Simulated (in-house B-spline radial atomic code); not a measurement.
# RPBE excitations of Yb III (Yb2+)

Method: RPBE. Computed with an all-electron radial atomic-structure program (B-spline basis): linear response of the closed shell [Xe] 4f14 with the functional's adiabatic kernel; scalar-relativistic (spin-free one-electron X2C), finite nucleus, no spin-orbit coupling, no double excitations, S, P, D and F terms only; shells from n = 3 respond. Only terms of natural parity with L up to 3 were computed.

Spin-orbit coupling is strong here, so these LS terms don't match observed levels.

Command:
```bash
python run_td.py task.json out
```
Settings (radii: box in bohr, nucleus in fm):
```
Z                        70
electrons                68
configuration            [Xe] 4f14
hamiltonian              x2c
method                   rpbe,pbe
box_radius               29.48
rms_radius               5.3108
intervals                72
```

Time taken, with all properties: 7.1 s on 1 thread of Arm Neoverse N1, on a shared host.

The lowest states, in the order of their Tamm-Dancoff energies; the method's threshold (minus the highest occupied level) is 17.561 eV. Labels give the largest channel, * marks a mixed state, and oscillator strengths are full-response dipole values. Semilocal kernels can invert the small singlet-triplet splittings of Rydberg terms. Energies in eV:

```
     state  full response  Tamm-Dancoff  oscillator strength
4f → 6s 3F          2.116         2.123                    -
4f → 6s 1F          2.216         2.219                    -
4f → 5d 3P          3.678         3.750                    -
4f → 5d 3F          3.937         3.966                    -
4f → 5d 1F          4.363         4.376                    -
4f → 5d 1P          5.328         5.777                0.111
4f → 6p 3D          6.796         6.802                    -
4f → 6p 1D          6.973         6.982                    -
4f → 7s 3F              ?             ?                    -
4f → 7s 1F              ?             ?                    -
```

Question: Where does 4f → 7s 3F lie?

Answer: At 11.426 eV in full response, 11.427 eV in Tamm-Dancoff.

Question: Where does 4f → 7s 1F lie?

Answer: At 11.450 eV in full response, 11.450 eV in Tamm-Dancoff.

Question: How large is the singlet-triplet splitting of 4f → 6s (F terms) in Tamm-Dancoff?

Answer: 0.0955 eV, from the unrounded values.

Question: What polarisabilities and dispersion coefficient does the method give?

Answer: Dipole 7.951 bohr³, quadrupole 20.73 bohr⁵, C6 37.69 hartree·bohr⁶ for two such species.
